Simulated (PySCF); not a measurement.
Si(F)(Me) (CH3FSi), SMILES C[Si]F (connectivity only; charge and spin as stated), neutral, multiplicity 1. Geometry: PBE0-D3(BJ)/def2-TZVP.

TDA-ωB97X/def2-SVPD run with PySCF puts the lowest singlet excitations at 3.43, 6.27, 7.05, 7.53, 7.74, 8.64 eV.

What are the lowest excitation roots from ADC(2)/aug-cc-pVDZ (PySCF)? (Estimate from the structure and the level; the computed values follow.)

3.34, 5.91, 6.09, 6.62, 6.83, 7.37 eV. S1 differs by -0.09 eV (second minus first; roots are paired by order, and the bases may differ).
